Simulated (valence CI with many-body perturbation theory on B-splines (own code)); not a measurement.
**Missing levels of Lu³²⁺**

Method: relativistic CI+MBPT: three valence electrons over a frozen Dirac-Fock core [Kr], radial functions for each j: 7 s, 7 p, 8 d, 6 f, 4 g, 1 h, with the one-electron correlation potential Σ1, the two-electron term Σ2, the three-electron term Σ3, Breit, model QED; selected CI, second order for the rest, scaled by the run's own slope (own B-spline code, finite nucleus).

The last digits are not significant, and no measured levels were compared; by estimate large intervals hold to a few tenths of a per cent, small ones and those within an open d or f shell to about a per cent. The list stops below the first excitations out of the core.

```csv
Level,E (eV)
(4d3/2^3) J=3/2,0.000
(4d3/2^2 4d5/2) J=5/2 [a],?
(4d3/2^2 4d5/2) J=3/2,?
(4d3/2^2 4d5/2) J=7/2,14.971
(4d3/2^2 4d5/2) J=9/2,15.437
(4d3/2^2 4d5/2) J=1/2,15.645
(4d3/2^2 4d5/2) J=5/2 [b],22.684
(4d3/2 4d5/2^2) J=7/2 [a],26.501
(4d3/2 4d5/2^2) J=9/2,?
(4d3/2 4d5/2^2) J=3/2 [a],29.602
(4d3/2 4d5/2^2) J=1/2,30.606
(4d3/2 4d5/2^2) J=11/2,?
(4d3/2 4d5/2^2) J=5/2 [a],31.653
(4d3/2 4d5/2^2) J=5/2 [b],33.856
(4d3/2 4d5/2^2) J=7/2 [b],?
(4d3/2 4d5/2^2) J=3/2 [b],40.518
(4d5/2^3) J=9/2,42.671
(4d5/2^3) J=3/2,47.913
(4d5/2^3) J=5/2,?
```

Levels are named by their leading jj configuration (3d3/2^4 stands for four electrons in 3d with j = 3/2), which in mixed levels can hold well under half, so a name can repeat and another be missing. Letters in brackets count levels of one name in rising energy.

(1) The levels stand in rising order. What does the calculation give for the missing energies?

## Answers

(1) (4d3/2^2 4d5/2) J=5/2 [a] 11.509; (4d3/2^2 4d5/2) J=3/2 13.872; (4d3/2 4d5/2^2) J=9/2 27.955; (4d3/2 4d5/2^2) J=11/2 31.507; (4d3/2 4d5/2^2) J=7/2 [b] 34.616; (4d5/2^3) J=5/2 51.406.
